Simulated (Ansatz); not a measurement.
Ansatz (an electronic-structure program) input (CCSD(T)/def2-SVPD):

Ansatz 0.2 input:
```yaml
crystal:
  periodic: [false, false, false]
  atoms:
    - {symbol: Si, position_ang: [-0.54789599, -0.16951813, -0.88486665]}
    - {symbol: Br, position_ang: [1.01487365, 0.07174800, 0.74405951]}
    - {symbol: O, position_ang: [-1.43181895, 1.21377960, -1.02525711]}
    - {symbol: O, position_ang: [-1.61316984, -1.35151196, -0.50853270]}
    - {symbol: H, position_ang: [-0.96384929, 2.05428361, -1.04198209]}
    - {symbol: H, position_ang: [-2.52627396, -1.09035104, -0.34164924]}
basis:
  gaussian:
    orbitals: def2-SVPD
magnetization: {spin_polarized: true, initial_magnetization: 1}
correlation: {method: ccsd_t, electrons: outside_noble_gas}
output: {forces: true}
```

Output:

```
Functional definition: HF
integrals: 0.42 GiB planned
1223 factors; integrals over basis functions are off by at most 1.1e-3 eV
mean field: 1.22 GiB planned
mean field evaluation 1: about -81952.0098 eV, gradient 3.2e1 eV
mean field evaluation 2: about -81952.0197 eV, gradient 3.2e1 eV
mean field evaluation 4: about -81956.1637 eV, gradient 2.6e0 eV
mean field evaluation 8: about -81956.2660 eV, gradient 1.8e-1 eV
mean field evaluation 16: about -81954.6681 eV, gradient 2.0e1 eV
mean field evaluation 32: about -81952.1225 eV, gradient 4.9e0 eV
mean field -81956.26675776 eV, -3011.8372513948 hartree, gradient 2.2e-6 eV, S^2 0.755528; 0 other end points of the search recorded, 0 dependent functions left out
21 core orbitals not correlated
reference -81956.26675776 eV, -3011.8372513948 hartree; 13, 12 occupied and 93, 94 virtual orbitals, 1223 factors
densities: 2.22 GiB planned
second order -16.24163279 eV of doubles, -0.00000000 eV of singles
coupled cluster: 1.32 GiB planned
cycle   1  -16.38456952 eV  change   -1.4e-1 eV  update   1.0e-1
cycle   2  -16.75343056 eV  change   -3.7e-1 eV  update   3.0e-2
cycle   3  -16.86174779 eV  change   -1.1e-1 eV  update   1.8e-2
cycle   4  -16.85801494 eV  change    3.7e-3 eV  update   5.3e-3
cycle   5  -16.85498718 eV  change    3.0e-3 eV  update   2.7e-3
cycle   6  -16.85614168 eV  change   -1.2e-3 eV  update   1.1e-3
cycle   7  -16.85630169 eV  change   -1.6e-4 eV  update   4.0e-4
cycle   8  -16.85633282 eV  change   -3.1e-5 eV  update   1.4e-4
cycle   9  -16.85637368 eV  change   -4.1e-5 eV  update   6.1e-5
cycle  10  -16.85636390 eV  change    9.8e-6 eV  update   2.5e-5
cycle  11  -16.85636351 eV  change    3.9e-7 eV  update   1.2e-5
cycle  12  -16.85637129 eV  change   -7.8e-6 eV  update   5.0e-6
cycle  13  -16.85637205 eV  change   -7.6e-7 eV  update   2.1e-6
perturbative correction -0.49461063 eV, -0.0181766054 hartree
the calculation of the forces begins
Total energy: -81973.61774044 eV, -3012.4748882474 hartree
Atom 0 at    -0.547896    -0.169518    -0.884867 Å, force     1.220310    -0.108042    -0.179244 eV/Å
Atom 1 at     1.014874     0.071748     0.744060 Å, force     0.024366     0.003672     0.027808 eV/Å
Atom 2 at    -1.431819     1.213780    -1.025257 Å, force    -0.551878     0.728496    -0.059774 eV/Å
Atom 3 at    -1.613170    -1.351512    -0.508533 Å, force    -0.583830    -0.785635     0.202155 eV/Å
Atom 4 at    -0.963849     2.054284    -1.041982 Å, force     0.026064     0.150829    -0.027536 eV/Å
Atom 5 at    -2.526274    -1.090351    -0.341649 Å, force    -0.135033     0.010679     0.036590 eV/Å
Dipole moment:    -0.233229     0.310169    -0.162716 e Å
```

It need not be the lowest isomer of its formula.
